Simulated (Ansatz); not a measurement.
The cluster Cd₅⁻. Charge -1, multiplicity 2. Geometry PBE/def2-SVPD.

```xyz
5

Cd   -2.429   -1.615   -1.378
Cd   -2.091    0.594    0.870
Cd    1.009    1.672    1.298
Cd    3.138    0.353   -0.646
Cd    0.373   -1.005   -0.145
```

In the def2 sets Cd takes a core potential; there is no spin–orbit coupling. LC-ωPBE has ω = 0.4 bohr⁻¹. HSE06 is defined as in plane-wave codes, on full-range PBE exchange. At PBE/def2-TZVPD, r2SCAN/def2-TZVPD, PBE0/def2-TZVPD, HSE06/def2-TZVPD the highest occupied level of the charge -1 doublet lies above zero (up to 0.65 eV). The electron is either unbound and held by the finite basis, or the level is raised by self-interaction error. The structure comes from a short search, and lower isomers may exist.

**Question.** Estimate the α-spin orbital energies around the gap (eV) in Ansatz with PBE/def2-TZVPD, r2SCAN/def2-TZVPD, PBE0/def2-TZVPD, HSE06/def2-TZVPD, LC-ωPBE/def2-TZVPD.

**Answer.** 
| orbital | PBE/def2-TZVPD | r2SCAN/def2-TZVPD | PBE0/def2-TZVPD | HSE06/def2-TZVPD | LC-ωPBE/def2-TZVPD |
| --- | --- | --- | --- | --- | --- |
| HOMO−5 | -4.54 | -4.85 | -5.68 | -5.25 | -8.71 |
| HOMO−4 | -3.24 | -3.48 | -4.13 | -3.72 | -6.59 |
| HOMO−3 | -2.24 | -2.45 | -2.95 | -2.57 | -5.04 |
| HOMO−2 | -1.30 | -1.48 | -1.84 | -1.50 | -3.56 |
| HOMO−1 | -1.14 | -1.31 | -1.66 | -1.31 | -3.37 |
| HOMO | 0.65 | 0.42 | 0.14 | 0.46 | -1.34 |
| LUMO | 1.12 | 1.15 | 1.57 | 1.25 | 2.96 |
| LUMO+1 | 1.13 | 1.16 | 1.59 | 1.26 | 3.06 |
| LUMO+2 | 1.54 | 1.57 | 2.01 | 1.69 | 3.45 |
| LUMO+3 | 1.73 | 1.73 | 2.14 | 1.83 | 3.48 |
| LUMO+4 | 2.17 | 2.27 | 2.71 | 2.37 | 4.19 |
| LUMO+5 | 2.34 | 2.36 | 2.80 | 2.47 | 4.30 |
| β HOMO | -1.06 | -1.23 | -1.56 | -1.21 | -3.27 |
| β LUMO | 1.00 | 1.12 | 1.54 | 1.18 | 3.00 |
